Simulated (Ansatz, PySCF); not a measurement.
Gas-phase reaction (SMILES): [OH][AlH][OH] + F (HF) -> [OH][Al]([OH])[F] + [H][H] (H2); hydrogen fluoride cleaves one Al-H bond, a model of a ligand-exchange step.

Structures are relaxed separately at B3LYP-D3(BJ)/def2-TZVP in Ansatz (a program for electronic structure), one conformer each, not searched for the lowest. Correlated levels leave the core frozen unless marked. Spin-orbit coupling is left out. Non-relativistic. CBS(X,Y): correlation extrapolated as X^-3; Hartree-Fock from the larger set (for Q and 5 zeta extrapolated as (X+1)exp(-9√X)). Thermal terms are rigid-rotor harmonic-oscillator values from B3LYP-D3(BJ) frequencies (Ansatz or PySCF) at 298.15 K and 1 atm. 1 Eh = 627.5095 kcal/mol.

| species | E, CCSD(T)/CBS(cc-pV(Q+d)Z,cc-pV(5+d)Z) (Ansatz) (Eh) | E, wB97X-V/def2-TZVPD (Ansatz) (Eh) | H - E (Eh) |
|---|---|---|---|
| [OH][AlH][OH] | -394.27654 | -394.77713 | 0.03966 |
| F (HF) | -100.39528 | -100.45520 | 0.01259 |
| [OH][Al]([OH])[F] | -493.55796 | -494.11749 | 0.03620 |
| [H][H] (H2) | -1.17453 | -1.17238 | 0.01336 |

### Question
Work out ΔE and ΔH at 298.15 K at the first level, then ΔH at the second.

### Answer

1. ΔE = [(-493.55796) + (-1.17453)] - [(-394.27654) + (-100.39528)] = -0.06067 Eh = -38.1 kcal/mol at CCSD(T)/CBS(cc-pV(Q+d)Z,cc-pV(5+d)Z).
2. The terms H - E add up to -0.00269 Eh, so ΔH = (-0.06067 + (-0.00269))×627.5095 = -39.8 kcal/mol.
3. At wB97X-V/def2-TZVPD the same steps give ΔE = -36.1 and ΔH = -37.8 kcal/mol, a shift of +2.0 from the first level.
4. These values are not checked against measurement here, since the tables used lack a sound gas-phase enthalpy of formation for at least one species.
